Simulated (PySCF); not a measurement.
## Electron correlation in O(2+) (oxygen, charge +2)

[He] 2s1 2p2 3d1, one real determinant (an excited configuration). Computed with PySCF 2.14 in x2c-QZVPPall with one added diffuse shell each of s, p, d, f type (8s5p4d3f1g, 73 functions), with scalar relativity by spin-free X2C-1e. Frozen: nothing; 6 electrons correlated.

| level | correlation energy (mhartree) |
| --- | --- |
| CCSD | -51.86 |
| (T) | -2.20 |
| CCSD(T) | -54.06 |

Diagnostics: T1 = 0.0082, D1 = 0.0281, largest double amplitude 0.221.

Problem. Is a single reference adequate?

Solution. Not fully. The real determinant used has ⟨L²⟩ near 8 against 12 for a pure F term, so it mixes terms. The outer electron is Rydberg-like, and this basis confines it to a smaller radius and binds it less than a complete one would. A double-excitation amplitude exceeds 0.15, a sign of near-degeneracy.

The reference is one real determinant that mixes LS terms of this configuration.

This basis was not built for core-valence correlation, so the inner-shell part is incomplete.
